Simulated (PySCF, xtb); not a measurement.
C3H3, SMILES [CH][C][CH2+] (connectivity only; charge and spin as stated), charge +1, multiplicity 1.

GFN2-xTB (xtb 6.7.1) at its own geometry gives an orbital gap of 1.55 eV.

The structure is a stationary point at B3LYP-D3(BJ)/def2-TZVP.

### Question
What does PBE/def2-TZVPD run with PySCF give? (The exact figures need the calculation; the answer reports its results.)

### Answer
gap 2.06 eV (levels -14.19 and -12.13 eV).
